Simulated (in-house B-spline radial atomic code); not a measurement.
A fraction x of an electron is removed from 3p in Mn³⁺, starting from [Ar] 3d4 and keeping the highest spin. Computed with a B-spline radial code for spherical atoms: scalar-relativistic (X2C) LDA VWN5, spin-polarised, spherical fractional occupations, Fermi nucleus of rms radius 3.7057 fm.

```
   x  E(x) - E(0) (eV)  3p down level (eV)
   0            0.0000             -87.408
0.08            7.0539             -88.941
0.14           12.4250             -90.098
0.27           24.3018             -92.625
0.39                 ?                   ?
 0.5                 ?                   ?
0.53           49.0496             -97.759
 0.7           65.9579            -101.169
0.87           83.4491            -104.617
0.99           96.1503            -107.072
   1           97.2220            -107.277
```

(1) What belongs in the row x = 0.39?

(2) What belongs in the row x = 0.5?

(3) Check Janak's theorem between x = 0.08 and 0.14.

Results:

(1) An energy change of 35.5580 eV; 3p down at -94.982 eV.

(2) An energy change of 46.1258 eV; 3p down at -97.162 eV.

(3) The slope of the energy is 89.52 eV; the orbital levels give 89.52 eV (-ε of the emptying orbital, averaged over the two points).
